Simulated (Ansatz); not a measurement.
Consider the formal exchange of groups at the Si–C bond: `C=CC[SiH](F)F` + `OC[S][GeH3]` → `F[SiH](F)[S][GeH3]` + `C=CCCO`.

Program: Ansatz. Geometries: PBE0-D4/def2-TZVP. ΔE: electronic, gas phase. CCSD(T)/CBS is the MP2 limit (def2-TZVPP, def2-QZVPP) plus CCSD(T) − MP2 in def2-TZVPP, frozen cores. For Ge outer-core shells are correlated without core-valence functions, which leaves a few kJ/mol of doubt a bond. Scalar relativity is left out up to krypton. One conformer a species, not always the lowest.

`C=CC[SiH](F)F`:

```xyz
12

C     1.282   -0.616   -1.468
C     0.712   -0.806   -0.285
C     0.379    0.274    0.691
Si   -1.439    0.646    0.664
F    -2.255   -0.674    1.013
F    -1.790    1.716    1.787
H     1.588    0.371   -1.800
H     1.468   -1.443   -2.142
H     0.420   -1.814    0.003
H     0.913    1.199    0.453
H     0.651   -0.011    1.713
H    -1.929    1.158   -0.631
```

`OC[S][GeH3]`:

Z-matrix (Å, degrees):
```
C
S 1 1.831
O 1 1.392 2 115.0
H 1 1.096 2 108.5 3 127.1
H 1 1.090 2 105.1 3 -117.1
Ge 2 2.215 1 99.5 3 -85.0
H 3 0.962 1 109.1 2 61.8
H 6 1.539 2 110.0 1 -62.9
H 6 1.532 2 106.9 1 176.2
H 6 1.543 2 110.0 1 56.7
```

`F[SiH](F)[S][GeH3]`:

Cartesian coordinates in Å:
```
F 1.186 -0.192 -1.979
Si -0.293 0.235 -1.591
F -1.064 -1.132 -1.339
S -0.336 1.444 0.116
Ge 0.255 -0.100 1.638
H -0.895 0.937 -2.734
H 1.267 -1.062 1.008
H 0.882 0.708 2.777
H -1.003 -0.838 2.106
```

`C=CCCO`:

Cartesian coordinates in Å:
```
C 0.803 1.265 -0.866
C -0.270 0.511 -1.070
C -0.657 -0.717 -0.304
C 0.092 -0.920 0.998
O -0.191 0.083 1.950
H 1.001 2.134 -1.482
H 1.534 1.044 -0.094
H -0.950 0.793 -1.872
H -1.731 -0.679 -0.091
H -0.511 -1.595 -0.948
H 1.172 -0.990 0.807
H -0.214 -1.864 1.454
H -0.077 0.935 1.518
```

```csv
level,ΔE (eV)
MP2/def2-TZVPP,-0.82
CCSD/CBS(def2),-0.81
```

Task: What does CCSD(T)/CBS give? (Best estimate.)

Result: Computed: -0.80 eV. The listed levels differ from it by -0.02, -0.01 eV.

Largest T1 diagnostic among the species: 0.012.

From PBE to PBE0 (25 % exact exchange), in def2-TZVPP and without D4, ΔE moves by −0.07 eV. The D4 term adds −0.03 eV with B3LYP and −0.02 eV with PBE0; it sums over pairs of atoms, weighted by their polarisabilities, and B3LYP, whose exchange is more repulsive, gets the larger term.

B3LYP here is the variant with VWN-RPA as its local correlation; programs differ in this.
